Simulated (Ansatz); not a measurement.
**Interaction energy ladder**

The pair of Br⁻ (SMILES [Br-], atom 1) and SiNH5 (SMILES [SiH3]N, atoms 2–8), both closed shells, in one local arrangement (a lower one may exist), relaxed at PBE0-D4/def2-TZVPD:

Br1  (-0.910, -1.599, -2.910)
Si2  (0.378, 0.015, 0.950)
N3  (-0.077, 0.684, -0.550)
H4  (1.637, -0.766, 0.807)
H5  (0.637, 1.135, 1.912)
H6  (-0.597, -0.883, 1.653)
H7  (-0.796, 1.393, -0.544)
H8  (-0.270, 0.021, -1.319)
(Å)

Program: Ansatz 0.2.0. Basis: def2-TZVPPD, with def2-QZVPPD for the basis limit. Cores are frozen in the correlated methods. Filled d shells of the heavier atoms are correlated. The def2 sets are not built for correlating such inner shells, so the correlated values are less sure here. B3LYP uses VWN-RPA correlation. Extrapolation: Hartree–Fock as exp(−7.88 √X), correlation as X^−2.97. Interaction energies count from these two fragments, frozen as in the pair, with the counterpoise correction; negative means bound.

Q: What is the interaction energy by CCSD(T) at an estimated basis limit (MP2 extrapolated from triple and quadruple zeta, plus CCSD(T) − MP2 in triple zeta)? (An estimate is asked for; the value comes from the calculation.)

A: The calculation gives: -53.3 kJ/mol. Hartree–Fock alone gives -34.7 kJ/mol at the basis limit. It counts from the two fragments frozen as in the pair.

The same quantity by other methods in triple zeta, and each one's difference from that estimate:
| method | E_int (kJ/mol) | difference |
| --- | --- | --- |
| PBE-D4 | -58.1 | -4.8 |
| revPBE-D4 | -56.5 | -3.2 |
| BLYP-D4 | -54.8 | -1.5 |
| r2SCAN-D4 | -55.0 | -1.7 |
| B97M-V | -54.3 | -1.0 |
| PBE0-D4 | -55.7 | -2.3 |
| B3LYP-D4 | -54.0 | -0.7 |
| HSE06-D4 | -55.8 | -2.5 |
| wB97X-V | -51.3 | 2.0 |
| wB97M-V | -52.0 | 1.4 |
| B2PLYP | -47.9 | 5.4 |
| HF | -34.6 | 18.8 |
| MP2 | -51.1 | 2.3 |
| CCSD | -46.9 | 6.4 |
| CCSD(T) | -49.6 | 3.7 |
Differences are method less estimate.

Q: Which atoms make the shortest contact between the fragments?

A: Br1 and H8, 2.36 Å apart.

Energy to bend the free fragments (PBE0-D4 minima) into their shapes in the pair, CCSD(T)/def2-TZVPPD: SiNH5 4.2 kJ/mol. This must be added to the interaction energy to get the binding energy from relaxed fragments.

Basis-set superposition shift (counterpoise-corrected less uncorrected): CCSD(T) 5.8; MP2 5.6; HF 0.5; PBE0-D4 0.6; wB97M-V 0.5 kJ/mol.

No T1 diagnostic of these runs exceeds 0.011.

For scale, one of the runs: CCSD(T)/def2-TZVPPD, 227 basis functions, launched by `ansatz run in.yaml --threads 4 --pin off --events-out ev --progress --plain --max-ram 9574MiB`. Hardware: 4 CPU threads of an Intel Xeon Platinum 8259CL, shared host. Wall time 70 s; peak host memory 3.7 GiB.
